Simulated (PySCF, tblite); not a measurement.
Isomers of C6H14NPS, one GFN2-xTB conformer each. Single-point energies are computed at PBE0/pcSseg-1 (PySCF, gas phase, no added dispersion term), electronic only.

| SMILES | GFN2-xTB relative energy (kJ/mol) |
| --- | --- |
| CN=P1(C)CCSCC1 | 33.6 |
| CN(C)P1CCSCC1 | 0.0 |

Conformers: `[CH3:1][N:2]=[P:3]1([CH3:4])[CH2:5][CH2:6][S:7][CH2:8][CH2:9]1` with N2–P3–C5–C6 53°, P3–C5–C6–S7 71°, C5–C6–S7–C8 -67°, C6–S7–C8–C9 65°; `[CH3:1][N:2]([CH3:3])[P:4]1[CH2:5][CH2:6][S:7][CH2:8][CH2:9]1` with C1–N2–P4–C5 -64°, N2–P4–C5–C6 171°, P4–C5–C6–S7 -73°, C5–C6–S7–C8 63°, C6–S7–C8–C9 -62°.

Task: What does PBE0/pcSseg-1 give for the same structures?

Result: 
| SMILES | PBE0/pcSseg-1 E (Eh) | PBE0/pcSseg-1 (kJ/mol) | GFN2-xTB (kJ/mol) | point group |
| --- | --- | --- | --- | --- |
| CN(C)P1CCSCC1 | -1030.66913 | 0.0 | 0.0 | C1 |
| CN=P1(C)CCSCC1 | -1030.65618 | 34.0 | 33.6 | C1 |

Both levels put the same isomer lowest. 

Task: Which frontier levels, dipoles and rotational constants go with these structures?

Result: 
```json
{"SMILES": "CN(C)P1CCSCC1", "HOMO (eV, PBE0/pcSseg-1)": "-6.28", "LUMO (eV)": "0.89", "dipole (D)": "1.92", "A, B, C (MHz)": "2472, 696.1, 654.8"}
{"SMILES": "CN=P1(C)CCSCC1", "HOMO (eV, PBE0/pcSseg-1)": "-5.90", "LUMO (eV)": "0.93", "dipole (D)": "2.66", "A, B, C (MHz)": "1786, 856.0, 815.8"}
```

Task: What happens when harmonic zero-point energies from GFN2-xTB frequencies are added?

Result: 
```tsv
SMILES	ZPE (kJ/mol)	electronic (kJ/mol)	with ZPE (kJ/mol)
CN(C)P1CCSCC1	504.5	0.0	0.0
CN=P1(C)CCSCC1	497.4	34.0	26.9
```

The zero-point energies span 7.1 kJ/mol. The order is unchanged.
